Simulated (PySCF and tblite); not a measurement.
Results of a calculation; reference values are marked as such.
C₈H₁₄, numbered as in [CH3:1]/[CH:2]=[CH:3]/[CH2:4][CH2:5]/[CH:6]=[CH:7]/[CH3:8].

Free energies: PBE0-D3(BJ)/pcSseg-1 on GFN2-xTB structures plus GFN2-xTB thermal terms, symmetry and mirror images included. Conformers within 2.5 kcal/mol (GFN2-xTB free energy) were kept, 7 at most. Run with PySCF (density fitting) and tblite.

Torsions listed: C2–C3–C4–C5, C3–C4–C5–C6, C4–C5–C6–C7. Of a mirror pair one member is shown.

```csv
conformer,shape,symmetry,E(GFN2) kcal/mol
1,"118°, 178°, 117°",C2 (pair),0.11
2,"-117°, -179°, 0°",C1 (pair),1.00
3,"-119°, 61°, -119°",C2 (pair),0.00
4,"108°, 63°, 108°",C2 (pair),0.65
5,"-117°, 180°, 117°",Ci,0.12
6,"-122°, -65°, 119°",C1 (pair),0.05
7,"-3°, -67°, 134°",C1 (pair),1.24
```

(1) Which of these conformers is the most populated at 298.15 K, and with what share?

(2) Give the DFT energies and free energies relative to the lowest, and all weights.

(3) How does its share change from 250 K to 350 K?

## Answers

(1) Conformer 6, about 35 %. The lead over the next is within the error of the method.

(2) 
| conformer | shape | E(DFT) kcal/mol | G(298.15 K) kcal/mol | weight % |
| --- | --- | --- | --- | --- |
| 1 | 118°, 178°, 117° | 0.17 | 0.54 | 13.9 |
| 2 | -117°, -179°, 0° | 0.43 | 0.50 | 15.0 |
| 3 | -119°, 61°, -119° | 0.24 | 0.61 | 12.5 |
| 4 | 108°, 63°, 108° | 0.65 | 1.05 | 6.0 |
| 5 | -117°, 180°, 117° | 0.25 | 0.66 | 11.4 |
| 6 | -122°, -65°, 119° | 0.00 | 0.00 | 34.9 |
| 7 | -3°, -67°, 134° | 0.85 | 1.02 | 6.3 |

(3) From 38 % to 33 %; the mixing entropy goes from 4.66 to 4.82 cal/(mol K).
